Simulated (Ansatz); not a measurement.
C2H3Al2Cl (`C#[C][Al]([AlH2])[Cl]`). The species carries charge 0 and has multiplicity 1.

```json
{"atom": "C1", "x (Å)": "0.857", "y (Å)": "-0.780", "z (Å)": "-2.580"}
{"atom": "C2", "x (Å)": "0.202", "y (Å)": "-0.660", "z (Å)": "-1.568"}
{"atom": "Al3", "x (Å)": "-0.734", "y (Å)": "-0.393", "z (Å)": "0.069"}
{"atom": "Al4", "x (Å)": "0.101", "y (Å)": "1.068", "z (Å)": "2.035"}
{"atom": "Cl5", "x (Å)": "-2.580", "y (Å)": "-1.397", "z (Å)": "0.212"}
{"atom": "H6", "x (Å)": "1.426", "y (Å)": "-0.892", "z (Å)": "-3.475"}
{"atom": "H7", "x (Å)": "-0.771", "y (Å)": "1.232", "z (Å)": "3.354"}
{"atom": "H8", "x (Å)": "1.499", "y (Å)": "1.822", "z (Å)": "1.954"}
```

(1) What are the harmonic wavenumbers in cm⁻¹ at PBE0-D4/def2-TZVP (Ansatz, finite differences of forces, unscaled)? (Best estimate.)

(2) Is this a minimum?

Results:

(1) The calculation gave: 78i, 69, 105, 109, 234, 271, 313, 395, 527, 530, 616, 719, 754, 774, 1904, 1918, 2120, 3455.

(2) No: 1 imaginary mode, so it is a saddle point.
